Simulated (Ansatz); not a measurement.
Start from `[NH2][Ti]([OH])([F])[F]` and change one atom or group to get `[NH2][Ti]([F])([F])[F]`.

Ansatz, PBE0-D4/def2-TZVP geometries, multiplicity 1. Each molecule was computed in one conformer, which needn't be the lowest.

Scalar relativity is left out up to krypton.

```csv
property,`[NH2][Ti]([OH])([F])[F]`
HOMO–LUMO gap (ωB97M-V/def2-TZVPP) / eV,10.88
HOMO energy (B3LYP/def2-TZVPP) / eV,-7.85
LUMO energy (ωB97M-V/def2-TZVPP) / eV,0.42
size of the dipole moment (B3LYP/def2-TZVPP) / D,2.64
HOMO energy (PBE/def2-TZVPP) / eV,-6.61
LUMO energy (PBE/def2-TZVPP) / eV,-2.91
```

Task: Give the same properties after the change, and the shifts. (Estimate.)

Result: The calculation gave: 
```tsv
property	`[NH2][Ti]([F])([F])[F]`	shift
HOMO–LUMO gap (ωB97M-V/def2-TZVPP) / eV	10.83	-0.05
HOMO energy (B3LYP/def2-TZVPP) / eV	-8.35	-0.50
LUMO energy (ωB97M-V/def2-TZVPP) / eV	-0.12	-0.54
size of the dipole moment (B3LYP/def2-TZVPP) / D	2.87	0.23
HOMO energy (PBE/def2-TZVPP) / eV	-7.08	-0.47
LUMO energy (PBE/def2-TZVPP) / eV	-3.48	-0.57
```

With PBE0 the HOMO falls by 0.50 eV and the LUMO falls by 0.57 eV, so the gap narrows by about 0.07 eV. PBE moves the HOMO by -0.47 eV and ωB97M-V by -0.48 eV. The zero-point energy changes by -27.4 kJ/mol with -3 modes. Dipoles are sizes alone; their direction can turn.

B3LYP here is the variant with VWN-RPA as its local correlation; programs differ in this.
